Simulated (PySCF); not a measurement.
SMILES OB(O)/C=C\B(O)O (C2H6B2O4) (GFN2-xTB optimised geometry):

```
14

O      3.003    -0.430     0.000
B      1.648    -0.430     0.000
O      0.933    -1.596     0.022
C      0.970     0.983     0.000
C     -0.302     1.349    -0.209
B     -1.574     0.468    -0.532
O     -2.703     1.157    -0.839
O     -1.629    -0.883    -0.522
H      3.452    -1.277     0.005
H      1.435    -2.413     0.030
H      1.688     1.778     0.184
H     -0.515     2.413    -0.174
H     -3.452     0.590    -1.028
H     -0.791    -1.302    -0.301
```

Calculation: CAM-B3LYP/def2-TZVP (PySCF 2.14.0).

Q: What are the frontier orbital energies and the dipole moment?

A: HOMO-2 -10.32 eV, HOMO-1 -9.87 eV, HOMO -9.14 eV, LUMO -0.06 eV, LUMO+1 0.66 eV; dipole moment 4.27 D.

Meta-Löwdin charges at CAM-B3LYP/def2-TZVP: O1 -0.52, B2 0.45, O3 -0.52, C4 -0.22, C5 -0.19, B6 0.44, O7 -0.53, O8 -0.55, H9 0.34, H10 0.35, H11 0.12, H12 0.12, H13 0.35, H14 0.35.
